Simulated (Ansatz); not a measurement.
`[OH][Ti]([OH])([OH])[Br]` + `CC(C)[O][Sn][Cl]` → `CC(C)[O][Ti]([OH])([OH])[OH]` + `[Cl][Sn][Br]`  (redistribution)

Isolated molecules relaxed with PBE0-D4/def2-TZVP in Ansatz; ΔE leaves out vibrations. CCSD(T)/CBS is the MP2 limit (def2-TZVPP, def2-QZVPP) plus CCSD(T) − MP2 in def2-TZVPP, frozen cores. Elements past krypton have def2 core potentials. For Br, Sn, Ti outer-core shells are correlated without core-valence functions, which leaves a few kJ/mol of doubt a bond. Scalar relativity is left out up to krypton. Each species was taken in one conformer, which may not be the lowest.

```json
{"species": "`[OH][Ti]([OH])([OH])[Br]`", "SCS-MP2/def2-QZVPP energy (Eh)": "-3649.31347"}
{"species": "`CC(C)[O][Sn][Cl]`", "SCS-MP2/def2-QZVPP energy (Eh)": "-867.07628"}
{"species": "`CC(C)[O][Ti]([OH])([OH])[OH]`", "SCS-MP2/def2-QZVPP energy (Eh)": "-1269.74828"}
{"species": "`[Cl][Sn][Br]`", "SCS-MP2/def2-QZVPP energy (Eh)": "-3246.65834"}
```

Task: Work out ΔE.

Result: ΔE = (-1269.74828) + (-3246.65834) − (-3649.31347) − (-867.07628) = -0.01687 Eh = -10.6 kcal/mol. CCSD(T)/CBS gives -11.4 kcal/mol.

Largest T1 diagnostic among the species: 0.022, so the coupled-cluster value is less sure than usual.

From PBE to PBE0 (25 % exact exchange), in def2-TZVPP and without D4, ΔE moves by −0.8 kcal/mol. In def2-TZVPP, CCSD(T) changes the Hartree–Fock value by +4.6 kcal/mol (the triples alone add +1.4 kcal/mol) and MP2 by +6.2 kcal/mol. The D4 term adds +1.1 kcal/mol with B3LYP and +0.5 kcal/mol with PBE0; it sums over pairs of atoms, weighted by their polarisabilities, and B3LYP, whose exchange is more repulsive, gets the larger term.

B3LYP here is the variant with VWN-RPA as its local correlation; programs differ in this.
